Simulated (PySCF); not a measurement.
**C₃H₂, SMILES `[C]1C=C1` (charge 0, multiplicity 1)**

These are PBE0-D3(BJ)/def2-TZVP (PySCF) values and carry that method's errors.

```json
{
  "HOMO": "-6.74 eV",
  "dipole_moment": "3.48 D",
  "HOMO–LUMO gap": "5.81 eV",
  "LUMO": "-0.94 eV",
  "total_energy": "-3136.23 eV",
  "cost": "very roughly 10 core-seconds"
}
```

```xyz
5

C     -0.0205     1.2133     0.0652
C     -0.6177    -0.0440    -0.1699
C      0.6188    -0.0250     0.2901
H     -1.4856    -0.5952    -0.4984
H      1.5050    -0.5491     0.6143
```
